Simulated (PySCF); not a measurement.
Cartesian coordinates (Å):
SMILES: OC1CC1
```xyz
10

O      1.6067    -0.4692     0.4272
C      0.5170    -0.1265    -0.3878
C     -0.7980    -0.7022     0.0048
C     -0.5476     0.7833     0.1523
H      2.1968     0.2907     0.4809
H      0.7473    -0.0647    -1.4477
H     -1.4668    -1.0449    -0.7726
H     -0.8083    -1.2897     0.9124
H     -0.4057     1.1574     1.1573
H     -1.0414     1.4659    -0.5266
```
Charge 0, multiplicity 1.

### Question
Predict the LUMO, HOMO and total energy from PBE-D3(BJ)/def2-TZVP // B3LYP-D3(BJ)/def2-TZVP run with PySCF.

### Answer

The LUMO is 0.41 eV and the HOMO comes out as -6.05 eV. The total energy comes out as -5250.45 eV.
